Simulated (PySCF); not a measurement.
BP86 on Eu (europium, neutral), [Xe] 4f6 6s2 6p1, one real determinant (an excited configuration). Computed with PySCF 2.14 in cc-pVDZ-X2C (8s7p5d3f1g, 84 functions), with scalar relativity by spin-free X2C-1e.

```
cycle= 5 E= -10844.6847855838  delta_E= -6.21e-05  |g|= 0.00819  |ddm|= 0.17
cycle= 6 E= -10844.6759017124  delta_E= 0.00888  |g|= 0.15  |ddm|= 0.743
cycle= 7 E= -10844.6843510296  delta_E= -0.00845  |g|= 0.0322  |ddm|= 0.593
cycle= 8 E= -10844.6847965456  delta_E= -0.000446  |g|= 0.00702  |ddm|= 0.172
cycle= 9 E= -10844.6848157237  delta_E= -1.92e-05  |g|= 0.00282  |ddm|= 0.0246
cycle= 10 E= -10844.6848190537  delta_E= -3.33e-06  |g|= 0.00081  |ddm|= 0.0165
cycle= 11 E= -10844.6848193163  delta_E= -2.63e-07  |g|= 0.000248  |ddm|= 0.00243
cycle= 12 E= -10844.6848190485  delta_E= 2.68e-07  |g|= 0.000813  |ddm|= 0.00462
cycle= 13 E= -10844.6848191572  delta_E= -1.09e-07  |g|= 0.000646  |ddm|= 0.000725
cycle= 14 E= -10844.6848193228  delta_E= -1.66e-07  |g|= 0.000218  |ddm|= 0.00376
cycle= 15 E= -10844.6848193392  delta_E= -1.63e-08  |g|= 0.000104  |ddm|= 0.000497
cycle= 16 E= -10844.6848193438  delta_E= -4.68e-09  |g|= 2.11e-05  |ddm|= 0.000364
cycle= 17 E= -10844.684819344  delta_E= -1.8e-10  |g|= 6.98e-06  |ddm|= 0.000123
converged SCF energy = -10844.684819344  <S^2> = 16.355711  2S+1 = 8.1500212
```

Highest occupied orbital energy: -2.523 eV; ⟨L²⟩ = 16.24; populations by l: s 11.63, p 25.00, d 20.37, f 6.00.

Question: Can this result be used?

Answer: Not for this state. The run converged. ⟨L²⟩ = 16.24 against 20 for a pure G term, so this real determinant mixes terms. Spin-orbit coupling, absent here, splits the open shell strongly. ⟨S²⟩ = 16.36 against 15.75 shows spin contamination. The s, p, d and f populations moved away from the nominal configuration during the SCF.
